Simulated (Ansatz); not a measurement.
2,2'-bipyridine (C10H8N2), SMILES c1cccnc1-c1ccccn1. Heavy atoms are numbered as in [cH:1]1[cH:2][cH:3][c:4](-[c:5]2[cH:6][cH:7][cH:8][cH:9][n:10]2)[n:11][cH:12]1.

Computed with CAM-B3LYP-D3(BJ)/def2-SVP run with Ansatz (a first-principles code).

Bond lengths of the relaxed neutral molecule (Å): C1–C2 1.389, C1–C12 1.394, C2–C3 1.389, C3–C4 1.401, C4–C5 1.499, C4–N11 1.333, C5–C6 1.401, C5–N10 1.333, C6–C7 1.389, C7–C8 1.389, C8–C9 1.394, C9–N10 1.324, N11–C12 1.324.

### Question
How do the bond lengths change in the relaxed cation? (An estimate is asked for; the answer gives what the named calculation found.)

### Answer

```json
[
 {"bond": "C1–C2", "neutral (Å)": "1.389", "cation (Å)": "1.389"},
 {"bond": "C1–C12", "neutral (Å)": "1.394", "cation (Å)": "1.425"},
 {"bond": "C2–C3", "neutral (Å)": "1.389", "cation (Å)": "1.385"},
 {"bond": "C3–C4", "neutral (Å)": "1.401", "cation (Å)": "1.428"},
 {"bond": "C4–C5", "neutral (Å)": "1.499", "cation (Å)": "1.447"},
 {"bond": "C4–N11", "neutral (Å)": "1.333", "cation (Å)": "1.352"},
 {"bond": "C5–C6", "neutral (Å)": "1.401", "cation (Å)": "1.428"},
 {"bond": "C5–N10", "neutral (Å)": "1.333", "cation (Å)": "1.352"},
 {"bond": "C6–C7", "neutral (Å)": "1.389", "cation (Å)": "1.385"},
 {"bond": "C7–C8", "neutral (Å)": "1.389", "cation (Å)": "1.389"},
 {"bond": "C8–C9", "neutral (Å)": "1.394", "cation (Å)": "1.425"},
 {"bond": "C9–N10", "neutral (Å)": "1.324", "cation (Å)": "1.304"},
 {"bond": "N11–C12", "neutral (Å)": "1.324", "cation (Å)": "1.304"}
]
```
